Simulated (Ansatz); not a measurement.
Gas-phase electronic energies from Ansatz, PBE0-D4/def2-TZVP geometries. CCSD(T)/CBS adds triple-zeta CCSD(T) − MP2 to the extrapolated MP2 energy (def2 sets, frozen cores). DFT in def2-TZVPP.

Consider the redistribution: `BC[SiH3]` + `C[C@H]1C[Si@H]1Cl` → `B[C@H]1C[Si@H]1Cl` + `CC[SiH3]`.

```
        level  ΔE (kJ/mol)
       PBE-D4        -24.1
HF/def2-QZVPP        -12.0
```

What does CCSD(T)/CBS give? (Estimate.)

The calculation gave: -20.7 kJ/mol. The listed levels differ from it by -3.4, 8.7 kJ/mol.

Largest T1 diagnostic among the species: 0.011.

In def2-TZVPP, CCSD(T) changes the Hartree–Fock value by −8.7 kJ/mol (the triples alone add −2.1 kJ/mol) and MP2 by −10.2 kJ/mol.
